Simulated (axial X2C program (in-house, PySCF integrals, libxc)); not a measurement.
# Photoelectron levels of TeC by EOM-IP-CCSD

Computed with an in-house all-electron X2C program for linear molecules (integrals from PySCF): two-component X2C with atomic mean-field Coulomb and Gaunt terms, Gaussian nuclei, basis Te dyall-cv3z, C dyall-v3z with contracted cores.

R = 1.886 Å (near the PBE0 minimum at charge 0 of the determinant lowest at the starting distance; the state shown can have its own minimum elsewhere).

Hartree–Fock spinors of TeC (one of each Kramers pair; a window near the gap, which can cut inner shells):

```csv
ω,occupied,ε (eV),character
1/2,yes,-25.58,"40% C s, 39% Te s, 10% C p"
1/2,yes,-17.57,"35% Te s, 27% C s, 23% Te p"
1/2,yes,-11.43,"54% C p, 28% Te p, 10% C s"
1/2,yes,-10.39,"71% Te p, 26% C p, 2% C d"
3/2,yes,-10.03,"61% Te p, 35% C p, 2% C d"
3/2,no,0.45,"50% C p, 34% Te p, 13% Te d"
1/2,no,0.70,"61% C p, 23% Te p, 14% Te d"
1/2,no,2.69,"60% Te p, 22% Te d, 7% C p"
1/2,no,5.04,"70% Te s, 14% Te p, 9% C s"
1/2,no,5.45,"68% Te p, 28% C p"
3/2,no,5.60,"60% Te p, 38% C p"
```

Vertical ionisation energies of TeC to the states of TeC⁺:

```tsv
Ω of TeC⁺	vertical IE (eV)	above lowest (cm⁻¹)	ionised spinor	one-hole weight
1/2	10.064	0	58% C pσ, 17% C sσ, 17% Te pσ	0.89
3/2	10.793	5878	61% Te pπ, 35% C pπ	0.97
1/2	11.123	8545	72% Te pπ, 23% C pπ	0.96
```

Q: Take the first Ω = 1/2 and Ω = 3/2 rows of π character: how far apart are they, and which lies lower?

A: E(3/2) − E(1/2) = 5878 − 8545 = -2667 cm⁻¹ at EOM-IP-CCSD: inverted, Ω = 3/2 lower. Splittings at this level can be off by ten to twenty per cent.

This point took 19 s on 1 thread of Arm Neoverse V2 (shared host).

Reference electrons by ω block (each with its −ω partner): 1/2: 19, 3/2: 8, 5/2: 2. 20 electrons of TeC correlated (inner shells frozen), 82 natural virtual spinors (a truncated set); levels can be off by some tenths of an eV. Roots sought by Ω: (1/2: 4, 3/2: 3, 5/2: 1); rows need 60 % one-particle weight and stop where some Ω has no more roots. Missing are any skipped roots, higher Ω and states of a further excitation; these come out far too high here and may in truth be low or lowest. T1 of the reference 0.026 (Lee–Taylor). Number of frozen shells: Te 4 s, 3 p, 1 d; C 1 s. Large amplitudes in the reference (orbital relaxation or multireference character) lower the reliability.
